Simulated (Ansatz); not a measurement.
Start from `COB(O)O` and change one element to get `C[O][In]([OH])[OH]`.

Ansatz, PBE0-D4/def2-TZVP geometries, multiplicity 1. Each molecule was computed in one conformer, which needn't be the lowest.

Elements past krypton have def2 core potentials.

```csv
property,`COB(O)O`
size of the dipole moment (PBE/def2-TZVPP) / D,0.24
HOMO energy (B3LYP/def2-TZVPP) / eV,-8.18
LUMO energy (PBE/def2-TZVPP) / eV,-0.09
HOMO–LUMO gap (PBE/def2-TZVPP) / eV,6.71
LUMO energy (ωB97M-V/def2-TZVPP) / eV,2.08
HOMO–LUMO gap (ωB97M-V/def2-TZVPP) / eV,12.93
```

(1) Give the same properties after the change, and the shifts. (Best estimate.)

Answers

(1) The calculation gave: 
```
                                      property  `C[O][In]([OH])[OH]`  shift
size of the dipole moment (PBE/def2-TZVPP) / D                  0.28   0.04
           HOMO energy (B3LYP/def2-TZVPP) / eV                 -7.54   0.64
             LUMO energy (PBE/def2-TZVPP) / eV                 -2.78  -2.69
           HOMO–LUMO gap (PBE/def2-TZVPP) / eV                  3.42  -3.29
         LUMO energy (ωB97M-V/def2-TZVPP) / eV                  0.00  -2.08
       HOMO–LUMO gap (ωB97M-V/def2-TZVPP) / eV                 10.19  -2.74
```

With PBE0 the HOMO rises by 0.67 eV and the LUMO falls by 2.62 eV, so the gap narrows by about 3.29 eV. PBE moves the HOMO by 0.61 eV and ωB97M-V by 0.66 eV. Dipoles are sizes alone; their direction can turn.

B3LYP here is the variant with VWN-RPA as its local correlation; programs differ in this.
